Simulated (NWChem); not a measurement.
The numbers come from NWChem runs, not from measurements. System: BeCl2, charge 0, spin multiplicity 1, at a geometry optimised with PBE/def2-SVP. The structure started from a generated list of species. Level: RHF/def2-TZVP.

The NWChem input:

```
start mol
memory heap 200 mb stack 900 mb global 1100 mb
geometry units angstroms nocenter noautoz
  Be     0.000000     0.000000     0.000000
  Cl     0.000000     0.000000     1.814446
  Cl     0.000000     0.000000    -1.814446
  symmetry group D2h
end
basis spherical
  * library def2-tzvp
end
scf
  rhf
  nopen 0
  maxiter 100
  thresh 1e-7
  semidirect memsize 60000000 filesize 0
end
task scf energy
```

Part of the output:

```
             Northwest Computational Chemistry Package (NWChem) 7.3.0
             --------------------------------------------------------

                                NWChem Input Module
                                -------------------

 Scaling coordinates for geometry "geometry" by  1.889725989
 (inverse scale =  0.529177249)

 Turning off AUTOSYM since
 SYMMETRY directive was detected!

                             Geometry "geometry" -> ""
                             -------------------------

 Output coordinates in angstroms (scale by  1.889725989 to convert to a.u.)

  No.       Tag          Charge          X              Y              Z
 ---- ---------------- ---------- -------------- -------------- --------------
    1 Be                   4.0000     0.00000000     0.00000000     0.00000000
    2 Cl                  17.0000     0.00000000     0.00000000     1.81444600
    3 Cl                  17.0000     0.00000000     0.00000000    -1.81444600

 Effective nuclear repulsion energy (a.u.)      81.8069087448

            Nuclear Dipole moment (a.u.)
            ----------------------------
        X                 Y               Z
 ---------------- ---------------- ----------------
     0.0000000000     0.0000000000     0.0000000000

      Symmetry information
      --------------------

 Group name             D2h
 Group number             26
 Group order               8
 No. of unique centers     2

      Symmetry unique atoms

     1    2


 Summary of "ao basis" -> "" (spherical)
 ------------------------------------------------------------------------------
       Tag                 Description            Shells   Functions and Types
 ---------------- ------------------------------  ------  ---------------------
 *                         def2-tzvp                  on all atoms

 Summary of "ao basis" -> "ao basis" (spherical)
 ------------------------------------------------------------------------------
       Tag                 Description            Shells   Functions and Types
 ---------------- ------------------------------  ------  ---------------------
 Be                        def2-tzvp                 9       19   5s3p1d
 Cl                        def2-tzvp                13       37   5s5p2d1f

                                 NWChem SCF Module
                                 -----------------

  ao basis        = "ao basis"
  functions       =    93
  atoms           =     3
  closed shells   =    19
  open shells     =     0
  charge          =   0.00
  wavefunction    = RHF
  use symmetry    = T
  symmetry adapt  = T

 Summary of "ao basis" -> "ao basis" (spherical)
 ------------------------------------------------------------------------------
       Tag                 Description            Shells   Functions and Types
 ---------------- ------------------------------  ------  ---------------------
 Be                        def2-tzvp                 9       19   5s3p1d
 Cl                        def2-tzvp                13       37   5s5p2d1f

      Symmetry analysis of basis
      --------------------------

        ag         23
        au          3
        b1g         4
        b1u        19
        b2g        10
        b2u        12
        b3g        10
        b3u        12

 Forming initial guess at       0.1s

      Superposition of Atomic Density Guess
      -------------------------------------

 Sum of atomic energies:        -933.52795708

      Non-variational initial energy
      ------------------------------

 Total energy =    -934.060658
 1-e energy   =   -1451.518787
 2-e energy   =     435.651220
 HOMO         =      -0.461587
 LUMO         =      -0.013867

      Symmetry analysis of molecular orbitals - initial
      -------------------------------------------------

 !! scf_movecs_sym_adapt:   58 vectors were symmetry contaminated

  Symmetry fudging

 !! scf_movecs_sym_adapt:   56 vectors were symmetry contaminated

  Numbering of irreducible representations:

     1 ag          2 au          3 b1g         4 b1u         5 b2g
     6 b2u         7 b3g         8 b3u

  Orbital symmetries:

     1 ag          2 b1u         3 ag          4 b1u         5 ag
     6 b1u         7 b2u         8 b3u         9 b2g        10 b3g
    11 ag         12 ag         13 b1u        14 ag         15 b1u
    16 b2u        17 b3u        18 b2g        19 b3g        20 ag
    21 b3u        22 b2u        23 ag         24 b1u        25 b2u
    26 b3u        27 ag         28 b1u        29 b3g

 Starting SCF solution at       1.0s

 ----------------------------------------------
         Quadratically convergent ROHF

 Convergence threshold     :          1.000E-07
 Maximum no. of iterations :          100
 Final Fock-matrix accuracy:          1.000E-09
 ----------------------------------------------

              iter       energy          gnorm     gmax       time
             ----- ------------------- --------- --------- --------
                 1     -933.7838760855  5.54D-01  2.16D-01      1.1
                 2     -933.8139420146  1.85D-01  7.34D-02      1.1
                 3     -933.8173682455  1.00D-02  4.05D-03      1.2
                 4     -933.8173825290  5.06D-05  2.48D-05      1.3
                 5     -933.8173825294  8.72D-09  2.13D-09      1.5

       Final RHF  results
       ------------------

         Total SCF energy =   -933.817382529352
      One-electron energy =  -1453.337144874624
      Two-electron energy =    437.712853600446
 Nuclear repulsion energy =     81.806908744826

        Time for solution =      0.4s

       Symmetry analysis of molecular orbitals - final
       -----------------------------------------------

  Numbering of irreducible representations:

     1 ag          2 au          3 b1g         4 b1u         5 b2g
     6 b2u         7 b3g         8 b3u

  Orbital symmetries:

     1 b1u         2 ag          3 b1u         4 ag          5 b1u
     6 ag          7 b2g         8 b3g         9 b3u        10 b2u
    11 ag         12 ag         13 b1u        14 ag         15 b1u
    16 b2u        17 b3u        18 b3g        19 b2g        20 ag
    21 b2u        22 b3u        23 ag         24 b1u        25 b3u
    26 b2u        27 ag         28 b1u        29 ag

             Final eigenvalues
             -----------------

              1
    1 -104.8329
    2 -104.8329
    3  -10.5628
    4  -10.5628
    5   -8.0293
    6   -8.0293
    7   -8.0286
    8   -8.0286
    9   -8.0286
   10   -8.0286
   11   -4.7665
   12   -1.0938
   13   -1.0926
   14   -0.5633
   15   -0.5462
   16   -0.4934
   17   -0.4934
   18   -0.4711
   19   -0.4711
   20    0.0455
   21    0.1024
   22    0.1024
   23    0.1847
   24    0.1976
   25    0.2818
   26    0.2818
   27    0.3654
   28    0.3721
   29    0.4208

                       ROHF Final Molecular Orbital Analysis
                       -------------------------------------

 Vector   17  Occ=2.000000D+00  E=-4.934247D-01  Symmetry=b3u
              MO Center=  2.4D-20,  4.8D-35,  9.1D-17, r^2= 4.1D+00
   Bfn.  Coefficient  Atom+Function         Bfn.  Coefficient  Atom+Function
  ----- ------------  ---------------      ----- ------------  ---------------
    34      0.371402  2 Cl px                71      0.371402  3 Cl px
    37      0.230306  2 Cl px                74      0.230306  3 Cl px
    31      0.165983  2 Cl px                68      0.165983  3 Cl px

 Vector   18  Occ=2.000000D+00  E=-4.710938D-01  Symmetry=b3g
              MO Center= -1.8D-32, -7.1D-18,  1.4D-16, r^2= 4.3D+00
   Bfn.  Coefficient  Atom+Function         Bfn.  Coefficient  Atom+Function
  ----- ------------  ---------------      ----- ------------  ---------------
    35      0.380767  2 Cl py                72     -0.380767  3 Cl py
    38      0.241851  2 Cl py                75     -0.241851  3 Cl py
    32      0.176779  2 Cl py                69     -0.176779  3 Cl py

 Vector   19  Occ=2.000000D+00  E=-4.710938D-01  Symmetry=b2g
              MO Center= -3.0D-17, -9.0D-32,  4.1D-16, r^2= 4.3D+00
   Bfn.  Coefficient  Atom+Function         Bfn.  Coefficient  Atom+Function
  ----- ------------  ---------------      ----- ------------  ---------------
    34      0.380767  2 Cl px                71     -0.380767  3 Cl px
    37      0.241851  2 Cl px                74     -0.241851  3 Cl px
    31      0.176779  2 Cl px                68     -0.176779  3 Cl px

 Vector   20  Occ=0.000000D+00  E= 4.554818D-02  Symmetry=ag
              MO Center= -2.2D-17, -2.6D-17,  8.6D-15, r^2= 1.1D+01
   Bfn.  Coefficient  Atom+Function         Bfn.  Coefficient  Atom+Function
  ----- ------------  ---------------      ----- ------------  ---------------
     5      2.144224  1 Be s                  4     -1.947788  1 Be s
    17     -0.335611  1 Be d  0               3      0.247115  1 Be s
    39     -0.230606  2 Cl pz                76      0.230606  3 Cl pz
    24      0.173409  2 Cl s                 61      0.173409  3 Cl s
    23     -0.153957  2 Cl s                 60     -0.153957  3 Cl s

 Vector   21  Occ=0.000000D+00  E= 1.024005D-01  Symmetry=b2u
              MO Center=  7.1D-32,  1.6D-16, -7.5D-17, r^2= 4.9D+00
   Bfn.  Coefficient  Atom+Function         Bfn.  Coefficient  Atom+Function
  ----- ------------  ---------------      ----- ------------  ---------------
    13      0.983663  1 Be py                38     -0.377012  2 Cl py
    75     -0.377012  3 Cl py                 7     -0.348634  1 Be py

 Vector   22  Occ=0.000000D+00  E= 1.024005D-01  Symmetry=b3u
              MO Center=  1.8D-16,  1.1D-32, -5.3D-17, r^2= 4.9D+00
   Bfn.  Coefficient  Atom+Function         Bfn.  Coefficient  Atom+Function
  ----- ------------  ---------------      ----- ------------  ---------------
    12      0.983663  1 Be px                37     -0.377012  2 Cl px
    74     -0.377012  3 Cl px                 6     -0.348634  1 Be px

 center of mass
 --------------
 x =   0.00000000 y =   0.00000000 z =   0.00000000

 moments of inertia (a.u.)
 ------------------
         822.237183335282           0.000000000000           0.000000000000
           0.000000000000         822.237183335282           0.000000000000
           0.000000000000           0.000000000000           0.000000000000

  Mulliken analysis of the total density
  --------------------------------------

    Atom       Charge   Shell Charges
 -----------   ------   -------------------------------------------------------
    1 Be   4     3.51   1.02  0.97  0.35  0.11 -0.00  0.80  0.01  0.05  0.21
    2 Cl  17    17.24   2.01  0.45  1.52  1.08  0.84  4.18  1.69  1.07  2.88  1.49  0.01  0.02  0.00
    3 Cl  17    17.24   2.01  0.45  1.52  1.08  0.84  4.18  1.69  1.07  2.88  1.49  0.01  0.02  0.00

       Multipole analysis of the density wrt the origin
       ------------------------------------------------

     L   x y z        total         open         nuclear
     -   - - -        -----         ----         -------
     0   0 0 0     -0.000000      0.000000     38.000000

     1   1 0 0      0.000000      0.000000      0.000000
     1   0 1 0      0.000000      0.000000      0.000000
     1   0 0 1      0.000000      0.000000      0.000000

     2   2 0 0    -22.197922      0.000000      0.000000
     2   1 1 0      0.000000      0.000000      0.000000
     2   1 0 1      0.000000      0.000000      0.000000
     2   0 2 0    -22.197922      0.000000      0.000000
     2   0 1 1     -0.000000      0.000000      0.000000
     2   0 0 2    -26.423082      0.000000    399.728104

 Task  times  cpu:        1.5s     wall:        1.5s

 Total times  cpu:        1.5s     wall:        1.5s
```
